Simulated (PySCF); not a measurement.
CH5BiO2, SMILES [CH3][Bi]([OH])[OH].

Geometry optimised at B3LYP-D3(BJ)/def2-SVP. The def2 effective core potentials stand for the cores of Bi; spin–orbit coupling is left out. One conformer was computed; it need not be the lowest.

Method: B3LYP-D3(BJ)/def2-SVP (PySCF 2.14.0).

Frequencies are harmonic and unscaled.

**Question.** Estimate the vibrational spectrum. (The exact figures need the calculation; the answer reports its results.)

**Answer.** 
```csv
mode,ν (cm⁻¹),IR (km/mol),moving atoms (share of kinetic energy)
1,65,0.1,H 93 %
2,123,9.9,"H 57 %, O 23 %, C 18 %"
3,151,3.4,"O 52 %, H 24 %, C 19 %"
4,177,13.2,"O 68 %, H 15 %, Bi 11 %"
5,186,54.7,"H 64 %, O 24 %, C 11 %"
6,292,158.1,"H 82 %, O 18 %"
7,453,31.8,"C 74 %, H 19 %"
8,540,86.8,"O 90 %, Bi 9 %"
9,553,45.6,O 92 %
10,685,15.2,"H 86 %, C 13 %"
11,703,38.3,"H 85 %, C 15 %"
12,826,39.1,H 92 %
13,863,23.9,H 90 %
14,1181,1.3,"H 82 %, C 18 %"
15,1427,3.4,H 95 %
16,1428,5.7,H 95 %
17,3032,8.9,H 98 %
18,3142,8.5,"H 90 %, C 10 %"
19,3151,5.4,"H 90 %, C 10 %"
20,3802,17.8,H 94 %
21,3803,42.0,H 94 %
```
